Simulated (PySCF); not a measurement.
Compound: C6H9NO (charge +1 and doublet state).
SMILES with atom numbers: `[O+:1]=[CH:2][C@@H:3]1[CH2:4][CH:5]=[N:6][CH2:7][CH2:8]1` (hydrogens: H9 on C2; H10 on C3; H11, H12 on C4; H13 on C5; H14, H15 on C7; H16, H17 on C8)

Structure used (GFN2-xTB), in Å, numbered top down from 1:
```
atom  x, y, z in Å
O1    -2.961   -0.909    0.711
C2    -2.123   -0.637   -0.073
C3    -0.723   -0.126    0.348
C4    -0.479    1.252   -0.246
C5     1.004    1.569   -0.215
N6     1.870    0.729    0.051
C7     1.714   -0.619    0.358
C8     0.325   -1.122   -0.126
H9    -2.246   -0.724   -1.165
H10   -0.725   -0.073    1.442
H11   -0.774    1.314   -1.299
H12   -1.016    2.032    0.297
H13    1.287    2.586   -0.458
H14    1.852   -0.754    1.436
H15    2.495   -1.196   -0.150
H16    0.168   -2.115    0.295
H17    0.325   -1.194   -1.215
```

The hyperfine couplings belong to this conformer and change with its torsions.

The calculation used PySCF 2.14.0, UKS B3LYP, pcH-1 on C H N O, non-relativistic, mean-field spin-orbit, GIAO. Geometry: GFN2-xTB, one conformer, isolated ion. The geometry wasn't refined by DFT: couplings that depend on bond lengths, twists or pyramidal angles can differ widely from those at the functional's own minimum, by a factor of two or more for some ions and for spin on atoms past the first row. Stability of the SCF solution: not tested.

Question: Break the g tensor into its mass correction, gauge correction and orbital-Zeeman/spin–orbit terms.

Answer: 
```json
{"Δg (ppm)": "relativistic mass correction", "1": "-238", "2": "-238", "3": "-238"}
{"Δg (ppm)": "gauge correction", "1": "6", "2": "25", "3": "-51"}
{"Δg (ppm)": "orbital Zeeman/spin–orbit", "1": "22", "2": "1083", "3": "3447"}
{"Δg (ppm)": "total", "1": "-210", "2": "869", "3": "3158"}
```

So g = 2.00211, 2.00319, 2.00548 and g_iso = 2.00359; the tensor is rhombic: the two nearest values differ by 32 % of g3 − g1. 

Question: At 9.647 GHz, how far is the centre of the isotropic spectrum from where a free electron (g = 2.002319) resonates?

Answer: B = hν/(g μB) with μB/h = 13.99624 MHz/mT gives 344.23 mT for the free electron and 344.01 mT at g_iso, 0.22 mT lower.

Question: What effective moment and Curie constant follow for a powder?

Answer: With the mean of g² = 4.0144 and S(S+1) = 0.75: μ_eff = √(⟨g²⟩S(S+1)) = 1.735 μB and χT = 0.12505·⟨g²⟩·S(S+1) = 0.377 cm³ K/mol (cgs; spin-Hamiltonian part alone).

Question: In a frozen sample, at which fields do the three g values resonate at 9.5, 34, 94 and 263 GHz (hyperfine left aside), and which band first spreads them over more than twice a line width of 0.3 mT?

Answer: 
```
band    GHz  B(g3) mT  B(g2) mT  B(g1) mT  spread mT
   X    9.5    338.45    338.84    339.02       0.57
   Q   34.0   1211.29   1212.68   1213.33       2.04
   W   94.0   3348.87   3352.70   3354.51       5.63
   J  263.0   9369.72   9380.42   9385.48      15.76
```

The spread grows in proportion to the frequency. Q band is the first where it exceeds 0.6 mT.

The largest Mulliken spin populations are on N6 (+0.52), O1 (+0.17), C8 (+0.09) and C4 (+0.09).

The HOMO–LUMO gaps are 6.14 eV among the α and 1.57 eV among the β orbitals.

On an Arm Neoverse V1 with one thread, shared host with 32 logical CPUs at a one-minute load of 29, this took 97 s wall (with the writing of density and orbital grids) and 1.1 GiB of memory at its peak.

The SMILES draws the unpaired electron on O1; the largest computed Mulliken spin population is on N6 (0.52 against 0.17).
